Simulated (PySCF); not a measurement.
Broadened absorption spectrum of C4H10Si2

C4H10Si2.
Atom-mapped SMILES: `[CH2:1]=[CH:2][C@:3]1([SiH3:4])[CH2:5][SiH2:6]1` (hydrogens: H7, H8 on C1; H9 on C2; H10, H11, H12 on Si4; H13, H14 on C5; H15, H16 on Si6)

Level of theory: TDDFT CAM-B3LYP/def2-SVPD, vertical, gas phase, core orbitals frozen in the response (PySCF 2.14.0, density-fitted response routines). The structure is a single GFN2-xTB conformer in the gas phase; no vibrational or solvent corrections. Torsions of this conformer, `[CH2:1]=[CH:2][C@:3]1([SiH3:4])[CH2:5][SiH2:6]1`: C1–C2–C3–Si4 146°.

Each state is given a Gaussian of 0.4 eV full width at half maximum, with ε(max) = 2.175×10⁸ f / Δν̃ (Δν̃ the width in cm⁻¹). The width is an assumption, not a result. The curve ends short of the highest state used, and states not computed would add to its high-energy end.

```
λ (nm)  ε (L mol⁻¹ cm⁻¹)
 192.1              9286
 193.7              9985
 195.3             10669
 196.9             11158
 198.5             11285
 200.1             10960
 201.7             10201
 203.3              9107
 204.9              7816
 206.5              6464
 208.1              5166
 209.8              3941
 211.4              3004
 213.0              2335
 214.6              1988
 216.2              2018
 217.8              2472
 219.4              3382
 221.0              4738
 222.6              6475
 224.2              8459
 225.8             10494
 227.4             12348
 229.0             13791
 230.6             14646
 232.2             14816
 233.8             14304
 235.4             13204
 237.0             11676
 238.6              9907
 240.2              8079
 241.8              6343
 243.4              4802
 245.0              3510
 246.6              2481
 248.2              1698
 249.8              1127
 251.5               706
 253.1               441
 254.7               269
 256.3               159
 257.9                92
 259.5                52
 261.1                29
```

(1) Where are the band maxima, and which computed states make them?

(2) Coming from long wavelengths, where does ε first pass 100 L mol⁻¹ cm⁻¹?

(3) On this curve, what absorbance would a 10⁻⁵ mol/L sample give at 254 nm over a 1 cm path?

## Answers

(1) 232 nm (5.35 eV), ε about 15000, made up of S1 (100%); 198 nm (6.26 eV), ε about 11000, made up of S2 (10%), S3 (66%) and S4 (19%) (ε in L mol⁻¹ cm⁻¹; maxima over ε = 5, shares over 10%). The states used: S1 5.35 eV (f 0.220); S2 6.02 eV (f 0.046); S3 6.23 eV (f 0.112); S4 6.39 eV (f 0.044); S5 6.62 eV (f 0.078); S6 6.83 eV (f 0.0049); S7 6.91 eV (f 0.041); S8 7.05 eV (f 0.0047).

(2) At about 258 nm (4.81 eV), 0.54 eV below S1.

(3) 254 nm is 4.881 eV, where ε is about 330 L mol⁻¹ cm⁻¹, so A = ε c l ≈ 0.0033 (Beer–Lambert, with the gas-phase spectrum and the assumed width).
